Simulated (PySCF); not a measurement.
**C$_{4}$H$_{12}$B$_{2}$O$_{4}$: full NMR table**

```
Formula                               : C4H12B2O4
SMILES                                : COB(OC)B(OC)OC
Point group of the computed structure : C1
Carbon signals                        : 1
Proton signals                        : 1
```

Molfile (atoms numbered from 1):
```
C4H12B2O4
     RDKit          3D

 22 21  0  0  0  0  0  0  0  0999 V2000
   -2.9196    1.8288   -0.9624 C   0  0  0  0  0  0  0  0  0  0  0  0
   -1.5950    1.3636   -0.9987 O   0  0  0  0  0  0  0  0  0  0  0  0
   -1.1363    0.4712   -0.0786 B   0  0  0  0  0  0  0  0  0  0  0  0
   -2.0288    0.0629    0.8698 O   0  0  0  0  0  0  0  0  0  0  0  0
   -1.7132   -0.8471    1.8859 C   0  0  0  0  0  0  0  0  0  0  0  0
    0.5127   -0.0234   -0.2152 B   0  0  0  0  0  0  0  0  0  0  0  0
    1.2910    0.0252    0.9118 O   0  0  0  0  0  0  0  0  0  0  0  0
    2.6706   -0.1752    1.0549 C   0  0  0  0  0  0  0  0  0  0  0  0
    0.9180   -0.4205   -1.4535 O   0  0  0  0  0  0  0  0  0  0  0  0
    2.1462   -0.9282   -1.8931 C   0  0  0  0  0  0  0  0  0  0  0  0
   -3.6404    1.0131   -1.1379 H   0  0  0  0  0  0  0  0  0  0  0  0
   -3.0420    2.5837   -1.7526 H   0  0  0  0  0  0  0  0  0  0  0  0
   -3.1669    2.2859    0.0099 H   0  0  0  0  0  0  0  0  0  0  0  0
   -2.0894   -0.4632    2.8474 H   0  0  0  0  0  0  0  0  0  0  0  0
   -2.2032   -1.8166    1.6949 H   0  0  0  0  0  0  0  0  0  0  0  0
   -0.6272   -1.0058    1.9762 H   0  0  0  0  0  0  0  0  0  0  0  0
    3.2580    0.4295    0.3460 H   0  0  0  0  0  0  0  0  0  0  0  0
    2.9523   -1.2336    0.9293 H   0  0  0  0  0  0  0  0  0  0  0  0
    2.9562    0.1289    2.0729 H   0  0  0  0  0  0  0  0  0  0  0  0
    2.4933   -1.7793   -1.2852 H   0  0  0  0  0  0  0  0  0  0  0  0
    2.9348   -0.1582   -1.9007 H   0  0  0  0  0  0  0  0  0  0  0  0
    2.0177   -1.2840   -2.9262 H   0  0  0  0  0  0  0  0  0  0  0  0
  1  2  1  0
  2  3  1  0
  3  4  1  0
  4  5  1  0
  3  6  1  0
  6  7  1  0
  7  8  1  0
  6  9  1  0
  9 10  1  0
  1 11  1  0
  1 12  1  0
  1 13  1  0
  5 14  1  0
  5 15  1  0
  5 16  1  0
  8 17  1  0
  8 18  1  0
  8 19  1  0
 10 20  1  0
 10 21  1  0
 10 22  1  0
M  END
```

All values are calculated (PySCF 2.14): PBE0/pcSseg-1 with gauge-including orbitals, geometry from PBE0-D3(BJ)/def2-SVP. One averaged value for each set of equivalent atoms, gas phase, relativity neglected, one computed conformer.

Chemical shifts δ = σref − σ; ¹H, ¹³C vs TMS; ¹¹B vs BF3·OEt2; H2O for ¹⁷O, all at this level.

| carbon | δC, type | δH (multiplicity) | HMBC from (2–3 bonds) | span of the C tensor (ppm) |
| --- | --- | --- | --- | --- |
| C1/C5/C8/C10 | 52.6, CH3 | 3.76 (s) | – | 74 |

Other nuclei:
```csv
atoms,nucleus,environment,δ (ppm),σ (ppm)
B3/B6,¹¹B,"boron bonded to B, 2 O",26.0,74.8
O2/O4/O7/O9,¹⁷O,"oxygen bonded to C, B",116.9,217.6
```

1. δC 52.6: methyl carbon bonded to O; deshielded by the electronegative neighbour.
2. δH 3.76: hydrogen on a methyl carbon bonded to O; its carbon carries O, an electronegative neighbour.

Shifts are as computed. Against solution values, carbons near 30 ppm lie about +2 ppm off and those near 130 ppm about +5 ppm. Of 1211 compounds with measured shifts, 218 miss one by over three times the rms of a fit or turn the order of signals round; such compounds aren't used in these exercises. Experimental scales use liquid or dissolved standards, which lie at an offset from isolated H2O (liquid H2O: subtract about 36 ppm).
